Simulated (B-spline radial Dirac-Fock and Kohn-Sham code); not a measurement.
These are calculated numbers from an atomic code on a B-spline grid; the model is multi-electron Dirac-Fock with separately optimised hole states, Breit and Lamb-shift corrections added in first order. Electron correlation is not included.

**Question.** An atom or ion in its tabulated ground configuration has these computed binding energies (the last is its least bound level). Which is it?

```csv
level,binding energy (eV)
2p3/2,7862.1
3s,2658.0
3p3/2,2334.7
3d3/2,2015.9
4s,1116.6
4p1/2,1033.9
4d,873.8
```

**Answer.** Eu²⁶⁺: Z = 63 with 37 electrons, [Kr] 4d1.
